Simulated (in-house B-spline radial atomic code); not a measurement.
A fraction x of an electron is removed from 3p in Sc3+, starting from [Ne] 3s2 3p6 and keeping the highest spin. Level of theory: scalar-relativistic (X2C) PBE0, spin-polarised, spherical fractional occupations, Fermi nucleus of rms radius 3.5459 fm; calculated with a radial B-spline atomic code at the basis-set limit.

Caution: exact exchange at fractional occupations of open shells leaves self-interaction of up to several eV.

| x | E(x) - E(0) (eV) | 3p down level (eV) |
| --- | --- | --- |
| 0 | 0.0000 | -67.183 |
| 0.11 | 7.4867 | -68.939 |
| 0.15 | 10.2570 | -69.580 |
| 0.37 | 25.9542 | -73.127 |
| 0.44 | 31.1129 | -74.263 |
| 0.5 | 35.5979 | -75.240 |
| 0.61 | 43.9730 | -77.036 |
| 0.66 | 47.8453 | -77.856 |
| 0.86 | 63.7455 | -81.150 |
| 0.97 | 72.7721 | -82.973 |
| 1 | 75.2688 | -83.471 |

The exact functional would give a straight line between the two integer points. Deviations E(x) - E(0) - x[E(1) - E(0)], in eV: -0.793 at x = 0.11, -1.033 at x = 0.15, -1.895 at x = 0.37, -2.005 at x = 0.44, -2.036 at x = 0.5, -1.941 at x = 0.61, -1.832 at x = 0.66, -0.986 at x = 0.86, -0.239 at x = 0.97.

The curve lies below the straight line by up to 2.036 eV (at x = 0.5): convex, the delocalisation error, to which spherically averaged exact exchange adds.

Question: How well does Slater's transition state (minus the level at half occupation) give the ionisation energy?

Answer: It gives 75.240 eV against 75.269 eV from the two total energies; NIST lists 73.49 eV, ground level to ground level. The end point has an open shell averaged over its orbitals, so its exact exchange keeps a self-interaction and this is no true integer point.
